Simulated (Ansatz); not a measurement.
Start from `[SH][AlH][SH]` and change one atom or group to get `[SiH3][S][AlH][SH]`.

Ansatz, PBE0-D4/def2-TZVP geometries, multiplicity 1. Each molecule was computed in one conformer, which needn't be the lowest.

```tsv
property	`[SH][AlH][SH]`
LUMO energy (PBE0/def2-TZVPP) / eV	-1.05
HOMO–LUMO gap (ωB97M-V/def2-TZVPP) / eV	10.40
size of the dipole moment (ωB97M-V/def2-TZVPP) / D	1.73
LUMO energy (ωB97M-V/def2-TZVPP) / eV	0.61
HOMO energy (ωB97M-V/def2-TZVPP) / eV	-9.78
HOMO–LUMO gap (PBE/def2-TZVPP) / eV	4.67
```

What does the change do to each property? (An estimate is asked.)

Computed: 
```csv
property,`[SiH3][S][AlH][SH]`,shift
LUMO energy (PBE0/def2-TZVPP) / eV,-1.21,-0.16
HOMO–LUMO gap (ωB97M-V/def2-TZVPP) / eV,10.36,-0.04
size of the dipole moment (ωB97M-V/def2-TZVPP) / D,0.84,-0.89
LUMO energy (ωB97M-V/def2-TZVPP) / eV,0.45,-0.16
HOMO energy (ωB97M-V/def2-TZVPP) / eV,-9.90,-0.12
HOMO–LUMO gap (PBE/def2-TZVPP) / eV,4.64,-0.03
```

The zero-point energy changes by 47.8 kJ/mol with +9 modes. Dipoles are sizes alone; their direction can turn.
